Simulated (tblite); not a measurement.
Species: C₅H₇BClSi (doublet state).
SMILES with atom numbers: `[CH2:1]=[C:2]1[CH:3]=[C:4]([CH2:5][Cl:6])[BH:7][SiH:8]1` (hydrogens: H9, H10 on C1; H11 on C3; H12, H13 on C5; H14 on B7; H15 on Si8)
Bond orders are those of one Lewis drawing.

Computed with GFN2-xTB (tblite), gas phase: L-BFGS steps from a force-field or distance-geometry start until the largest atomic force falls under 0.01 eV/Å.

At the end of the run (lengths in Å): C3=C4 1.366, C2–Si8 1.901, B7–Si8 1.890, C4–C5 1.494, C3–H11 1.083, C1–H10 1.078, C5–Cl6 1.806, C1–C2–Si8 129.5°, C4–C5–Cl6 109.2°, C2–Si8–B7 94.4°, C5–C4–B7 122.7°, C1–C2–C3–C4 180°, C2–C3–C4–C5 -178°, C3–C4–C5–Cl6 95°, H15–Si8–B7–C4 -179°, H15–Si8–C2–C1 0°.

**Question.** These geometries were met on the way; a selection of coordinates is given. Order them by energy above the end point, lowest first.
A. C3=C4 1.340, C2–Si8 1.900, B7–Si8 1.889, C4–C5 1.498, C3–H11 1.089, C1–H10 1.075, C5–Cl6 1.801, C1–C2–Si8 125.6°, C4–C5–Cl6 108.8°, C2–Si8–B7 91.6°, C5–C4–B7 122.6°, C1–C2–C3–C4 -169°, C2–C3–C4–C5 179°, C3–C4–C5–Cl6 121°, H15–Si8–B7–C4 -96°, H15–Si8–C2–C1 -79°
B. C3=C4 1.273, C2–Si8 1.843, B7–Si8 1.944, C4–C5 1.530, C3–H11 1.118, C1–H10 1.112, C5–Cl6 1.785, C1–C2–Si8 124.9°, C4–C5–Cl6 109.7°, C2–Si8–B7 91.0°, C5–C4–B7 119.3°, C1–C2–C3–C4 -171°, C2–C3–C4–C5 180°, C3–C4–C5–Cl6 121°, H15–Si8–B7–C4 -100°, H15–Si8–C2–C1 -83°
C. C3=C4 1.363, C2–Si8 1.908, B7–Si8 1.888, C4–C5 1.492, C3–H11 1.083, C1–H10 1.082, C5–Cl6 1.814, C1–C2–Si8 129.3°, C4–C5–Cl6 105.5°, C2–Si8–B7 92.6°, C5–C4–B7 122.9°, C1–C2–C3–C4 -158°, C2–C3–C4–C5 -172°, C3–C4–C5–Cl6 112°, H15–Si8–B7–C4 -145°, H15–Si8–C2–C1 -37°
D. C3=C4 1.366, C2–Si8 1.920, B7–Si8 1.884, C4–C5 1.493, C3–H11 1.084, C1–H10 1.077, C5–Cl6 1.804, C1–C2–Si8 130.3°, C4–C5–Cl6 110.6°, C2–Si8–B7 92.6°, C5–C4–B7 122.4°, C1–C2–C3–C4 -163°, C2–C3–C4–C5 -179°, C3–C4–C5–Cl6 117°, H15–Si8–B7–C4 -94°, H15–Si8–C2–C1 -66°
E. C3=C4 1.361, C2–Si8 1.929, B7–Si8 1.881, C4–C5 1.492, C3–H11 1.086, C1–H10 1.084, C5–Cl6 1.817, C1–C2–Si8 131.6°, C4–C5–Cl6 107.4°, C2–Si8–B7 93.9°, C5–C4–B7 120.7°, C1–C2–C3–C4 -161°, C2–C3–C4–C5 -173°, C3–C4–C5–Cl6 112°, H15–Si8–B7–C4 -124°, H15–Si8–C2–C1 -44°

**Answer.** C (0.164 eV), E (0.283 eV), D (0.458 eV), A (0.753 eV), B (1.261 eV).

| step | E above end (eV) | rms distance from the end, all atoms (Å) | largest force (eV/Å) | rms shift of all bonds from the end (Å) |
| --- | --- | --- | --- | --- |
| 23 | 0.164 | 0.412 | 0.242 | 0.005 |
| 14 | 0.283 | 0.504 | 0.390 | 0.009 |
| 6 | 0.458 | 0.569 | 0.512 | 0.006 |
| 3 | 0.753 | 0.584 | 1.159 | 0.009 |
| 0 | 1.261 | 0.592 | 5.599 | 0.037 |

Rows stand in the order of the answer.
